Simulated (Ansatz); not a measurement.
`C=CCC(C)(C)C`, relaxed with RKS PBE-D4/def2-SVP in Ansatz from a rough embedded geometry. The force threshold is 0.03 eV/Å; the program also tests the step.

Charge 0, multiplicity 1.

Start:

```xyz
21

C     2.657   -0.458    0.918
C     1.799    0.425    0.441
C     0.375    0.541    0.883
C    -0.646    0.060   -0.172
C    -0.488    0.843   -1.476
C    -0.443   -1.432   -0.441
C    -2.055    0.288    0.383
H     3.677   -0.508    0.575
H     2.376   -1.170    1.677
H     2.116    1.129   -0.318
H     0.232   -0.044    1.794
H     0.163    1.588    1.115
H     0.463    0.617   -1.951
H    -0.538    1.915   -1.291
H    -1.283    0.580   -2.170
H    -1.140   -1.777   -1.202
H    -0.610   -2.011    0.464
H     0.570   -1.622   -0.788
H    -2.233    1.348    0.555
H    -2.188   -0.239    1.325
H    -2.803   -0.073   -0.320
```

Q: By how much does the energy fall, and how many steps does the optimiser take? (An estimate is asked.)

A: The calculation gave: 0.16 eV, in 6 steps.

Q: Which bonds change most? (Estimate.)

A: Ansatz gave: C1–H9 from 1.078 to 1.104 Å; C1–C2 from 1.320 to 1.345 Å; C1–H8 from 1.077 to 1.101 Å; C2–H10 from 1.082 to 1.106 Å.

Q: Give the relaxed structure. (Best estimate.)

A: The calculation gave: 
```xyz
21

C     2.725   -0.438    0.974
C     1.825    0.414    0.452
C     0.386    0.520    0.872
C    -0.660    0.053   -0.187
C    -0.503    0.852   -1.494
C    -0.478   -1.449   -0.471
C    -2.065    0.299    0.391
H     3.768   -0.468    0.620
H     2.450   -1.139    1.781
H     2.154    1.097   -0.352
H     0.229   -0.067    1.803
H     0.160    1.581    1.124
H     0.473    0.655   -1.982
H    -0.580    1.944   -1.310
H    -1.296    0.576   -2.219
H    -1.214   -1.802   -1.223
H    -0.622   -2.050    0.451
H     0.539   -1.666   -0.856
H    -2.234    1.377    0.593
H    -2.208   -0.249    1.346
H    -2.851   -0.041   -0.315
```
